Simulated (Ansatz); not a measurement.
Ag₂Au was relaxed with r2SCAN-D4 (def2-TZVP) in Ansatz in these states: neutral doublet, neutral quartet. The geometries follow in no particular order.

In the def2 sets Ag, Au take a core potential; there is no spin–orbit coupling.

A:

```xyz
3

Au   -0.214   -1.396    0.758
Ag   -0.211    1.418    0.859
Ag    0.425   -0.022   -1.616
```

B:

```xyz
3

Au   -1.547   -0.109    0.252
Ag    0.945   -1.111    0.423
Ag    0.601    1.220   -0.675
```

Question: Judge from the bond lengths which geometry belongs to which state (an estimate).

Answer: A is the neutral quartet (Ag2–Ag3 2.933 Å, Au1–Ag3 2.816 Å, Au1–Ag2 2.816 Å); B is the neutral doublet (Ag2–Ag3 2.600 Å, Au1–Ag3 2.691 Å, Au1–Ag2 2.691 Å).

At PBE0-D4/def2-TZVP a doublet lies 2.57 eV below the neutral quartet. These are the stationary points nearest to one start from a short search; other shapes may lie lower in each state.
